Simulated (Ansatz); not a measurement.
Basis-set extrapolation for C₂H₇FO₂Si₂ (`O[SiH](O)/C=C\[SiH2]F`) (PBE0-D4/def2-TZVP geometry, frozen core, the Gaussian-basis code of Ansatz). Multiplicity 1, RHF reference.

```csv
,def2-TZVPP,def2-QZVPP
HF,-907.173803,-907.208003
MP2 correlation,-1.285920,-1.389714
CCSD(T) correlation,-1.378917,not run
```

Energies in hartree. Use E(X) = E(∞) + A·exp(−7.88·√X) for Hartree–Fock and E(X) = E(∞) + B·X^(−2.97) for correlation, with X = 3 and 4, and add CCSD(T) minus MP2 of the smaller set to the MP2 limit.

Question: What is the CCSD(T) energy at the basis-set limit?

Answer: HF limit: -907.208003 + (-0.034200) × 0.13774 = -907.21271. MP2 limit: -1.389714 + (-0.103794) × 0.74074 = -1.46660. Higher-order term: -1.378917 − (-1.285920) = -0.09300. Total: -908.77231 hartree, 5.98 eV below CCSD(T)/def2-TZVPP.
